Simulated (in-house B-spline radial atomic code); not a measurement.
Inner levels of xenon as electrons are removed. A shift is the extra binding of the orbital against the neutral atom ([Kr] 4d10 5s2 5p6). Computed with an all-electron radial atomic-structure program (B-spline basis): non-relativistic Hartree-Fock, average of the configuration, point nuclei.

This level leaves out relativity, spin-orbit splitting included, which matters for heavy ions.

```
  ion      configuration  shift of 3p (eV)  shift of 2s (eV)  shift of 2p (eV)  radius of 3p (bohr)  radius of 2s (bohr)  radius of 2p (bohr)  Σ<r²> (bohr²)  change of density at nucleus (bohr⁻³)
Xe19+  [Ar] 3d10 4s2 4p5               490            513.36            514.54              0.30634              0.12075              0.10297         5.6255                                 116.95
Xe20+  [Ar] 3d10 4s2 4p4            530.37            557.26            558.74              0.30596              0.12073              0.10295         5.0209                                 139.62
Xe21+  [Ar] 3d10 4s2 4p3            571.44            602.05            603.85              0.30556               0.1207              0.10293         4.4391                                 163.03
Xe22+  [Ar] 3d10 4s2 4p2                 ?                 ?                 ?                    ?                    ?                    ?              ?                                      ?
Xe23+  [Ar] 3d10 4s2 4p1            655.63            694.25            696.75              0.30471              0.12065              0.10289         3.3386                                 212.01
Xe24+      [Ar] 3d10 4s2                 ?                 ?                 ?                    ?                    ?                    ?              ?                                      ?
Xe25+      [Ar] 3d10 4s1            742.72            788.98             792.8              0.30377              0.12062              0.10285          2.323                                -50.941
Xe26+          [Ar] 3d10            787.32            837.07            841.88              0.30327              0.12061              0.10283         1.8442                                -352.57
Xe27+           [Ar] 3d9            861.42             933.8             939.4              0.30073              0.12052              0.10274         1.7223                                -301.93
Xe28+           [Ar] 3d8            936.77           1032.58           1039.06              0.29822              0.12041              0.10264         1.6061                                -249.55
Xe29+           [Ar] 3d7                 ?                 ?                 ?                    ?                    ?                    ?              ?                                      ?
Xe30+           [Ar] 3d6           1091.19           1236.25           1244.73              0.29329              0.12019              0.10242         1.3891                                -139.54
Xe31+           [Ar] 3d5           1170.25           1341.11           1350.72              0.29087              0.12007               0.1023         1.2878                                -81.918
Xe32+           [Ar] 3d4           1250.53           1447.96           1458.78              0.28848              0.11994              0.10218         1.1908                                -22.541
Xe33+           [Ar] 3d3           1332.03           1556.78           1568.91              0.28612              0.11981              0.10205         1.0979                                 38.595
Xe34+           [Ar] 3d2           1414.75           1667.56            1681.1              0.28379              0.11967              0.10192         1.0089                                 101.49
```

(1) Fill in the row of Xe22+.

(2) Fill in the row of Xe24+.

(3) Fill in the row of Xe29+.

Answers

(1) shift of 3p (eV): 613.19; shift of 2s (eV): 647.72; shift of 2p (eV): 649.85; radius of 3p (bohr): 0.30514; radius of 2s (bohr): 0.12068; radius of 2p (bohr): 0.10291; Σ<r²> (bohr²): 3.8787; change of density at nucleus (bohr⁻³): 187.15.

(2) shift of 3p (eV): 698.73; shift of 2s (eV): 741.65; shift of 2p (eV): 744.53; radius of 3p (bohr): 0.30425; radius of 2s (bohr): 0.12062; radius of 2p (bohr): 0.10287; Σ<r²> (bohr²): 2.8177; change of density at nucleus (bohr⁻³): 237.6.

(3) shift of 3p (eV): 1013.36; shift of 2s (eV): 1133.4; shift of 2p (eV): 1140.85; radius of 3p (bohr): 0.29574; radius of 2s (bohr): 0.1203; radius of 2p (bohr): 0.10253; Σ<r²> (bohr²): 1.4951; change of density at nucleus (bohr⁻³): -195.42.
